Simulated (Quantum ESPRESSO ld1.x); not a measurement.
The numbers below are computed, except where a source is named.
Problem. These are the eigenvalues of the occupied orbitals of an atom or ion with whole-number occupations (Ry). Code: ld1.x of Quantum ESPRESSO 7.5. Model: scalar-relativistic Kohn-Sham, LDA (Slater exchange, Perdew-Wang correlation), spin-unpolarised, spherical densities, point nucleus.

| orbital | eigenvalue |
|---|---|
| 1s | -178.135 |
| 2s | -17.3813 |
| 2p | -13.3980 |
| 3s | -2.89564 |
| 3p | -2.06333 |

Which element is it, and in what charge state? The configuration may be excited.

Solution. Z = 16, sulfur, charge +2: S2+ in [Ne] 3s2 3p2. The list shows which subshells hold electrons but not how many an open one holds; the 1s level, -89.068 hartree, gives Z - s = 13.3 by -(Z - s)^2/2, which with screening and relativity narrows Z to a few neighbours, and the depths of the outer levels then fix element, charge and occupations together.
